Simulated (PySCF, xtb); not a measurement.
C4H4F2, SMILES F[C@@H]1C=C[C@H]1F.

Harmonic wavenumbers (cm⁻¹) from GFN2-xTB in xtb 6.7.1 at its own minimum, in rising order: 165, 302, 308, 415, 596, 726, 828, 859, 974, 991, 1002, 1037, 1063, 1131, 1141, 1164, 1228, 1268, 1295, 1645, 2950, 2959, 3146, 3164.

Question: What does PBE-D3(BJ)/def2-SVP (PySCF) give at its own minimum? (An estimate is asked for; the answer gives what the named calculation found.)

Answer: 179, 294, 320, 420, 596, 661, 828, 923, 962, 962, 987, 1040, 1077, 1125, 1156, 1177, 1272, 1311, 1335, 1592, 2989, 2993, 3131, 3160. Paired by order, the mean absolute difference is 23 cm⁻¹ and the zero-point energies are 43.4 and 43.6 kcal/mol.
